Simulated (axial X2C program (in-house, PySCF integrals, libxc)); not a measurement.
## Low determinants of NiAs at the PBE0 level, scalar-relativistic

Computed with an in-house relativistic program for diatomic molecules. Spin-free means the one-electron spin-free X2C Hamiltonian. Basis: As dyall-cv3z [9s9p6d4f1g], Ni dyall-cv3z [9s9p6d3f2g] (cores contracted in-house); Gaussian nuclei, density fitting, unrestricted open shells. Masses: As 74.922 u, Ni 57.935 u.

Search at 2.203 Å (vertical energies from the lowest determinant):

```
ΔE (eV)             state  electrons beyond evenly filled partner blocks  electrons in σ, π, δ, φ
   0.00  M_S = 3/2, Λ = 2                        π+α, π-α, δ+α, δ+β, δ-α                28 26 7 0
   0.07  M_S = 3/2, Λ = 0                                   σα, π+α, π-α                27 26 8 0
   0.30  M_S = 3/2, Λ = 1                          2 × π+α, π+β, 2 × π-α                28 25 8 0
   0.83  M_S = 1/2, Λ = 4                        π+α, π+β, δ+α, δ+β, δ-α                28 26 7 0
   0.83  M_S = 1/2, Λ = 2                        π+β, π-α, δ+α, δ+β, δ-α                28 26 7 0
   0.86  M_S = 1/2, Λ = 2                        π+α, π-β, δ+α, δ+β, δ-α                28 26 7 0
   0.86  M_S = 1/2, Λ = 0                        π+α, π+β, δ+α, δ-α, δ-β                28 26 7 0
```

Lowest determinant, M_S = 3/2, Λ = 2 (beyond evenly filled blocks: π+α, π-α, δ+α, δ+β, δ-α): Re = 2.197 Å, ωe = 302.7 cm⁻¹.

The determinant in row 2 of the search, M_S = 3/2, Λ = 0 (beyond evenly filled blocks: σα, π+α, π-α), was followed along the bond at PBE0; measured from the minimum of the lowest determinant it gives:

Te = 0.061 eV (490 cm⁻¹), Re = 2.238 Å, ωe = 274.5 cm⁻¹.

(1) Compare the bond of the determinant in row 2 with that of the lowest one.

The search compares states at one distance, so a state with another bond length can lie lower; it is not exhaustive and yields mostly the lowest determinant of each block pattern, so other components and higher states of one pattern are missing. These are energies of single determinants, not of spin-adapted states; PBE0 term energies can be off by some tenths of an eV, and the functional has no current term. The lowest determinant need not be the ground state where others lie within half an eV.

Answers

(1) At PBE0 its Re is 0.041 Å longer and its force constant, which goes as ωe², is 0.82 times that of the lowest determinant. T0 ≈ Te + Δωe/2 = 490 + (-14) = 476 cm⁻¹.
